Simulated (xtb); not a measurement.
AlClI2, SMILES [Cl][Al]([I])[I]. All values are semi-empirical tight-binding results from xtb (GFN2-xTB unless named), good for trends rather than for accurate numbers. Coordinates come from a GFN2-xTB optimisation.

Optimised geometry:

Bond lengths (Å): Al1–Cl2 2.014, Al1–I3 2.513, Al1–I4 2.513. Angles (°): Cl2–Al1–I3 120.8, Cl2–Al1–I4 120.8, I3–Al1–I4 118.3.

For metal compounds this method's bond lengths and energies can be far off.

```
Quantity                                        Value
-------------------------------------  --------------
point group as xtb finds it                       C2v
orbital gap                                   4.10 eV
zero-point energy                        2.5 kcal/mol
G − E(el) at 298.15 K (modified RRHO)  -19.0 kcal/mol
```

Question: Give the atomic charges and the Wiberg bond orders between heavy atoms. (Estimate from the structure and the level; the computed values follow.)

Answer: charges (e) Al1 0.37, Cl2 -0.13, I3 -0.12, I4 -0.12. Bond orders Al1–Cl2 1.39, Al1–I3 1.26, Al1–I4 1.26.
